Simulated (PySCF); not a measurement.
## Assignment exercise: C$_{6}$H$_{13}$N

Geometry (Å), atoms numbered from 1 in this order:
```xyz
20

C    -2.739   -0.662   -0.153
C    -1.267   -0.844    0.195
C    -0.512    0.483    0.176
C     0.971    0.313    0.527
C     1.663    1.674    0.628
C     1.655   -0.504   -0.523
N     2.254   -1.564   -0.225
H    -3.263   -1.615   -0.109
H    -2.848   -0.258   -1.157
H    -3.215    0.024    0.545
H    -1.179   -1.292    1.187
H    -0.804   -1.533   -0.515
H    -0.599    0.936   -0.815
H    -0.969    1.168    0.894
H     1.063   -0.214    1.481
H     1.594    2.209   -0.318
H     2.713    1.549    0.880
H     1.192    2.278    1.400
H     1.586   -0.085   -1.539
H     2.701   -2.054   -0.997
```

[PySCF: GIAO PBE0/pcSseg-1 shieldings; GFN2-xTB geometry; one averaged value for each set of equivalent atoms; single conformer; gas phase; relativity neglected]

Scale: ¹³C (σ = 186.93 ppm) and ¹H (σ = 31.72 ppm) vs TMS (reference shieldings calculated alike).

Question: Assign these signals to the numbered atoms. ¹³C{¹H} NMR (computed): δ 183.0 (CH), 49.0 (CH), 40.9 (CH2), 26.5 (CH2), 21.1 (CH3), 17.2 (CH3).

Answer: 
```tsv
δ (ppm)	atoms	environment	reason
183.0	C6	carbon bonded to C, N, H	–
49.0	C4	carbon bonded to 3 C, H	–
40.9	C3	carbon bonded to 2 C, 2 H	–
26.5	C2	carbon bonded to 2 C, 2 H	–
21.1	C5	carbon bonded to C, 3 H	–
17.2	C1	carbon bonded to C, 3 H	–
```

Question: Assign these signals to the numbered atoms. ¹H NMR (300 MHz, computed): δ 10.65 (br s, 1H), 8.03 (d, 1H), 2.14 (m, 1H), 1.35 (m, 1H), 1.29 (m, 1H), 1.27 (m, 1H), 1.17 (m, 1H), 1.13 (d, 3H), 1.02 (m, 3H).

Answer: 
10.65 → H20, hydrogen on a nitrogen bonded to C
8.03 → H19, hydrogen on a carbon bonded to C, N
2.14 → H15, hydrogen on a carbon bonded to 3 C
1.35 → H12, hydrogen on a carbon bonded to 2 C
1.29 → H14, hydrogen on a carbon bonded to 2 C
1.27 → H11, hydrogen on a carbon bonded to 2 C
1.17 → H13, hydrogen on a carbon bonded to 2 C
1.13 → H16/H17/H18, hydrogen on a carbon bonded to C
1.02 → H8/H9/H10, hydrogen on a carbon bonded to C

H12 and H14; H14 and H11; H11 and H13; H13 and H16/H17/H18; H16/H17/H18 and H8/H9/H10 lie closer than the usual error of such a calculation, so a measured spectrum could show them in the other order.

OH/NH shifts are gas-phase values; hydrogen bonding in solution moves them, usually downfield. Shifts are as computed. Against solution values, carbons near 30 ppm lie about +3 ppm off and those near 130 ppm about +5 ppm. Of 1211 compounds with measured shifts, 218 miss one by over three times the rms of a fit or turn the order of signals round; such compounds aren't used in these exercises. Multiplicities follow the n + 1 count of equivalent neighbours, as no J values were calculated; m marks all less simple cases, F and P coupling included.
